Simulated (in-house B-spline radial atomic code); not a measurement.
A run on Al²⁺ (an excited or competing configuration) that did not converge. Method: scalar-relativistic (X2C) TPSSh, spin-polarised, spherical fractional occupations, exact exchange averaged over the configuration, Fermi nucleus of rms radius 3.061 fm; computed with an all-electron radial atomic-structure program (B-spline basis).

Command:
```bash
python run_scf.py task.json out
```
Settings (nuclear radius in fm, mass in u):
```
Z                13
configuration    [He] 2s1 2p6 3s1 4f1
hamiltonian      x2c
method           tpssh
spin_polarised   True
nucleus          fermi
rms_radius       3.061
atomic_mass      26.98154
speed_of_light   137.035999084
exact_exchange   averaged over the configuration
```

First and last ten iterations of the last attempt (damped for 15 steps, keeping 80 % of the old Fock matrix, then DIIS):
```
 iter        energy (Eh)    residual
    1        -236.877224    1.88e-02
    2        -236.878395    8.93e-04
    3        -236.878399    7.27e-04
    4        -236.878402    5.93e-04
    5        -236.878404    4.85e-04
    6        -236.878405    3.97e-04
    7        -236.878406    3.28e-04
    8        -236.878407    2.70e-04
    9        -236.878408    2.23e-04
   10        -236.878408    1.84e-04
  111        -236.878409    4.00e-07
  112        -236.878409    4.95e-07
  113        -236.878409    6.74e-07
  114        -236.878409    5.31e-07
  115        -236.878409    7.19e-07
  116        -236.878409    7.08e-07
  117        -236.878409    5.74e-07
  118        -236.878409    4.51e-07
  119        -236.878409    3.43e-07
  120        -236.878409    4.04e-07
 not converged after 120 iterations
```

The smallest residual met was 3.1e-07; the threshold is about 1e-07. Over the last five steps the energy moves by less than 1e-08 hartree, but the orbitals didn't meet the threshold. Cost of the run: 6.1 s on 1 thread of Intel(R) Xeon(R) Platinum 8488C, with other jobs on the host.
